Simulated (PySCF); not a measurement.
Mo(NH)2(Cl)(NH2) (ClH4MoN3), SMILES [NH]=[Mo](=[NH])([NH2])[Cl], multiplicity 1.

Coordinates come from a PBE-D3(BJ)/def2-SVP optimisation. The multiplicity is an assumed one; other spin states were not compared. The def2 effective core potentials stand for the cores of Mo; spin–orbit coupling is left out. The values are those of a single conformer.

Computed with PBE-D3(BJ)/def2-SVP run with PySCF.

Frequencies are harmonic and unscaled.

Q: Estimate the vibrational spectrum. (Estimate from the structure and the level; the computed values follow.)

A: 
| mode | ν (cm⁻¹) | IR (km/mol) | moving atoms (share of kinetic energy) |
|---|---|---|---|
| 1 | 148 | 1.0 | N 45 %, Cl 27 %, Mo 15 %, H 14 % |
| 2 | 173 | 4.7 | N 46 %, Cl 25 %, H 15 %, Mo 14 % |
| 3 | 216 | 21.2 | N 51 %, H 28 %, Cl 13 %, Mo 8 % |
| 4 | 230 | 0.4 | N 67 %, H 24 %, Mo 9 % |
| 5 | 269 | 11.1 | N 65 %, H 26 % |
| 6 | 319 | 162.6 | H 83 %, N 17 % |
| 7 | 384 | 9.2 | Cl 63 %, Mo 28 % |
| 8 | 404 | 79.3 | H 95 % |
| 9 | 473 | 122.9 | H 78 %, N 21 % |
| 10 | 573 | 124.2 | H 61 %, N 37 % |
| 11 | 592 | 0.7 | H 86 %, N 14 % |
| 12 | 689 | 6.2 | H 79 %, N 20 % |
| 13 | 698 | 96.2 | H 64 %, N 32 % |
| 14 | 712 | 118.5 | N 59 %, H 25 %, Mo 15 % |
| 15 | 962 | 111.2 | N 73 %, Mo 19 % |
| 16 | 982 | 42.8 | N 82 %, Mo 11 % |
| 17 | 1455 | 21.3 | H 89 %, N 11 % |
| 18 | 3470 | 100.4 | H 96 % |
| 19 | 3506 | 101.9 | H 93 % |
| 20 | 3508 | 135.3 | H 92 % |
| 21 | 3574 | 40.6 | H 91 %, N 9 % |
